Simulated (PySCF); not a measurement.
Cl3In, SMILES [Cl][In-]([Cl])[Cl], charge -1, multiplicity 2. Atoms are numbered in the order given.

```xyz
4

In     0.0000     0.0000    -0.4479
Cl    -2.0157    -1.1637     0.4303
Cl     2.0157    -1.1637     0.4303
Cl     0.0000     2.3275     0.4303
```
Charge -1, spin multiplicity 2.

The structure is a stationary point at PBE0-D3(BJ)/def2-SVPD. The def2 effective core potentials stand for the cores of In; spin–orbit coupling is left out.

Calculation: PBE0-D3(BJ)/def2-SVPD (PySCF 2.14.0).

Frequencies are harmonic and unscaled.

Modes within 1.5 cm⁻¹ of each other (mostly degenerate sets) share a row, with their intensities summed.

```
mode  ν (cm⁻¹)  IR (km/mol)  moving atoms (share of kinetic energy)
----  --------  -----------  --------------------------------------
1–2         75          5.2                        Cl 88 %, In 12 %
3           93          8.0                        Cl 66 %, In 34 %
4          267         22.2                        Cl 86 %, In 14 %
5–6        278        199.7                        Cl 70 %, In 30 %
```
